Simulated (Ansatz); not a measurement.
Species: C$_{7}$H$_{8}$N, charge 0, multiplicity 2. It need not be the lowest isomer of its formula. 
Coordinates optimised at B3LYP-D3(BJ)/def2-TZVP (Ansatz, a first-principles code):
SMILES: c1(nc(ccc1)[CH2])C
```xyz
16

C      2.2820     1.2806    -0.2138
C      1.1848     0.4281    -0.0436
C      1.3499    -0.9226     0.3508
C      0.2335    -1.7190     0.5042
C     -1.0216    -1.1744     0.2676
C     -1.1189     0.1750    -0.1226
C     -2.4653     0.7892    -0.3880
N     -0.0587     0.9481    -0.2727
H      3.2903     0.9293    -0.0481
H      2.1221     2.3050    -0.5150
H      2.3442    -1.3110     0.5264
H      0.3343    -2.7542     0.8052
H     -1.9176    -1.7708     0.3788
H     -3.1095     0.7124     0.4911
H     -2.3466     1.8378    -0.6502
H     -2.9726     0.2745    -1.2076
```
Charge 0, spin multiplicity 2.

Property: atomisation energy (electronic, to ground-state atoms), in kcal/mol. Valence correlation only, unless marked. UHF or UKS for open shells. Spin-orbit coupling is left out. No relativistic terms. The coupled-cluster limit lacks core correlation, which all-electron functionals hold. CBS marks a two-point X^-3 extrapolation of the correlation energy; Hartree-Fock from the larger set. The bracket is a focal-point correction in the basis named.

| level | program | atomisation energy (kcal/mol) |
|---|---|---|
| PBE/def2-TZVPD | Ansatz | 1796.6 |
| PBE-D3(BJ)/def2-TZVPD | Ansatz + dftd3 | 1806.4 |

Problem. What does RI-MP2/CBS(cc-pVTZ,cc-pVQZ)+[CCSD(T)-MP2]/cc-pVTZ (Ansatz) give?

Solution. 1729.8 kcal/mol
